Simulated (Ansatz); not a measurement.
## A barrier at the coupled-cluster level

Start structure (ZnH$_{2}$ClF, singlet), relaxed at PBE0-D4/def2-TZVP:

Zn1  (0.440, -0.852, 0.109)
F2  (1.397, -0.122, 1.373)
Cl3  (-0.627, -1.847, -1.373)
H4  (-0.373, 1.513, 0.223)
H5  (-0.838, 1.309, -0.331)
(Å)

The step: ZnClF + H₂ → ZnHCl ([Cl][ZnH]) + HF; bonds formed: Zn1–H5, F2–H4; bonds broken: Zn1–F2, H4–H5. Program: Ansatz 0.2.0. Basis: def2-TZVPP and def2-QZVPP. Cores are frozen in the correlated methods. The 3s and 3p shells of Cu and Zn are frozen; filled d shells are correlated. Extrapolation: Hartree–Fock as exp(−7.88 √X), correlation as X^−2.97. Energies below are by CCSD(T) at an estimated basis limit (MP2 extrapolated from triple and quadruple zeta, plus CCSD(T) − MP2 in triple zeta).

Problem. What are the electronic barrier and the energy of the step, from the start structure to the end structure? (To be estimated.)

Solution. Computed: Barrier 24.91 kcal/mol; step energy 7.82 kcal/mol (uphill); reverse barrier, their difference, 17.09 kcal/mol. Barrier and step energy count from the start structure, the reverse barrier from the end structure.

The saddle point: One imaginary mode of 1016i cm⁻¹.
| pair | start (Å) | saddle (Å) | end (Å) |
| --- | --- | --- | --- |
| Zn1–H5 | 2.55 | 1.76 | 1.53 |
| F2–H4 | 2.67 | 1.24 | 0.92 |
| Zn1–F2 | 1.75 | 1.98 | 2.49 |
| H4–H5 | 0.75 | 0.99 | 2.75 |

Zero-point energy (harmonic, PBE0-D4): ZPE is 9.80 kcal/mol at the start and 10.04 kcal/mol at the saddle, so the barrier goes from 24.91 to 25.15 kcal/mol.

No T1 diagnostic of these runs exceeds 0.016.

Labels in which every atom is bracketed show which atoms are joined, not bond orders.

For scale, one of the runs: CCSD(T)/def2-TZVPP, 165 basis functions, launched by `ansatz run in.yaml --threads 4 --pin off --events-out ev --progress --plain --max-ram 9574MiB`. Time: 22 s of wall clock on 4 CPU threads of an Arm Neoverse V2; the host was shared. Peak host memory: 1.3 GiB.
